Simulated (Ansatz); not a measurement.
`C=CCCCCCCCC` + H₂ → `CCCCCCCC` + ethylene  (hydrogenolysis of a C–C bond)

Isolated molecules relaxed with PBE0-D4/def2-TZVP in Ansatz; ΔE leaves out vibrations. CBS: MP2 limit from def2 TZ/QZ plus the TZ coupled-cluster correction, frozen cores. This one scheme is used for every species. DFT in def2-TZVPP. Each species was taken in one conformer, which may not be the lowest.

```csv
species,r2SCAN energy (Eh)
`C=CCCCCCCCC`,-392.97877
H₂,-1.17128
`CCCCCCCC`,-315.61283
`C=C`,-78.56246
```

(1) Work out ΔE.

Largest T1 diagnostic among the species: 0.011.

Answers

(1) ΔE = (-315.61283) + (-78.56246) − (-392.97877) − (-1.17128) = -0.02524 Eh = -66.3 kJ/mol. CCSD(T)/CBS gives -61.3 kJ/mol.

The D4 term adds +22.5 kJ/mol with B3LYP and +14.0 kJ/mol with PBE0; it sums over pairs of atoms, weighted by their polarisabilities, and B3LYP, whose exchange is more repulsive, gets the larger term. In def2-TZVPP, CCSD(T) changes the Hartree–Fock value by +40.0 kJ/mol (the triples alone add +7.4 kJ/mol) and MP2 by +47.7 kJ/mol.

B3LYP here is the variant with VWN-RPA as its local correlation; programs differ in this.
